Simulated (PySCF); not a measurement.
A structure optimised at GFN2-xTB (Å):
```
atom  x, y, z in Å
F1    -2.1320    1.5743   -0.5801
C2    -2.1176    0.4307    0.1413
F3    -3.3892   -0.0347    0.1441
C4    -1.1764   -0.6031   -0.4934
N5     0.1934   -0.3175   -0.1968
C6     0.9083   -0.8517    0.8336
C7     2.1481   -0.2791    0.8446
C8     2.1848    0.6512   -0.2141
C9     0.9677    0.6070   -0.8321
H10   -1.8403    0.6869    1.1756
H11   -1.3430   -0.5960   -1.5757
H12   -1.4463   -1.5862   -0.0973
H13    0.4844   -1.6055    1.4675
H14    2.9443   -0.4999    1.5271
H15    3.0140    1.2737   -0.4851
H16    0.5923    1.1589   -1.6706
```

Neutral, closed shell.

Task: Read off the bonds between heavy atoms and their formal orders.

Result: F1–C2 1.35 Å (single); C2–F3 1.35 Å (single); C2–C4 1.54 Å (single); C4–N5 1.43 Å (single); N5–C6 1.36 Å (aromatic); C6–C7 1.37 Å (aromatic); C7–C8 1.41 Å (aromatic); C8–C9 1.37 Å (aromatic); N5–C9 1.36 Å (aromatic). Bonds to hydrogen (Å): C2–H10 1.10; C4–H11 1.09; C4–H12 1.09; C6–H13 1.07; C7–H14 1.07; C8–H15 1.07; C9–H16 1.07.

Task: Give the structure as a SMILES string.

Result: `FC(F)Cn1cccc1`, C6H7F2N. Among its features: pyrrole-type ring nitrogen and C–F bond.

Task: Name the point group.

Result: C1 (no symmetry element, even within 0.4 Å).

Task: Which rings does it hold (smallest set)?

Result: N5–C6–C7–C8–C9 (5 members, 0.00 Å rms from planarity).

Task: Classify the heavy atoms.

Result: F1/F3: fluorine of a CF2 group; C2: CHF2 carbon; C4: sp3 carbon bound to nitrogen; N5: pyrrole-type nitrogen; C6/C9: aromatic CH next to a ring nitrogen; C7/C8: aromatic CH carbon.

Task: What is the arrangement about N5?

Result: It has 3 neighbours (C4, C6, C9) and is planar (angles 125.6°, 125.5° and 108.7°, sum 359.8°, 0.03 Å off the plane of its three neighbours).

Task: What is the arrangement about C2?

Result: It has 4 neighbours (F1, F3, C4, H10) and is tetrahedral (angles from 106.4° to 113.0°).

These are computed values.
